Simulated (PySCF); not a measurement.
Start geometry of `N1[SiH2][SiH2][SiH2][SiH2]1` from a GFN2-xTB structure with every atom displaced at random (by about 0.01 Å) (Å):
```
atom  x, y, z in Å
N1     0.484   -1.466    0.197
Si2   -1.277   -1.290    0.117
Si3   -1.563    0.989   -0.188
Si4    0.710    1.704   -0.204
Si5    1.780   -0.311    0.090
H6     0.767   -2.387    0.319
H7    -1.799   -1.872    1.359
H8    -1.719   -2.157   -0.974
H9    -2.370    1.604    0.897
H10   -2.299    1.305   -1.393
H11    1.075    2.385   -1.428
H12    1.021    2.683    0.851
H13    2.635   -0.752   -0.996
H14    2.549   -0.450    1.346
```

**Question.** What comes out of this run: PBE0-D3(BJ)/def2-SVP geometry optimisation, gas phase (PySCF)?

**Answer.** 
```
atom  x, y, z in Å
N1     0.3142   -1.7537    0.4172
Si2   -1.4228   -1.5530    0.3379
Si3   -1.7432    0.7620    0.0458
Si4    0.4954    1.4834   -0.0131
Si5    1.6011   -0.5749    0.2852
H6     0.6264   -2.7144    0.5478
H7    -2.0861   -2.0501    1.5870
H8    -2.0135   -2.3357   -0.7965
H9    -2.4923    1.3654    1.1913
H10   -2.4697    1.0647   -1.2260
H11    0.8493    2.1240   -1.3174
H12    0.8051    2.4365    1.0975
H13    2.5120   -0.8886   -0.8636
H14    2.4586   -0.5611    1.5150
```

The energy falls by 0.342 eV over 5 energy and gradient evaluations, the largest force component goes from 0.0464 to 3.0e-04 Eh/bohr, and the atoms move by 0.090 Å rms after alignment. The bond that changes most is Si4–Si5 (both ends SiH2 silicon), which lengthens by 0.054 Å. Bonds longer at the end by more than 0.005 Å: 12 of 14; shorter: 2. Among the angles that change most is Si3–Si2–H7, from 117.2° to 111.7°. Rotational constants go from 2198, 1883, 1061 to 2120, 1902, 1052 MHz. The orientation of the end geometry is arbitrary; only internal coordinates are fixed.

The run used 131 basis functions and 30 SCF cycles in all.

No frequency check.
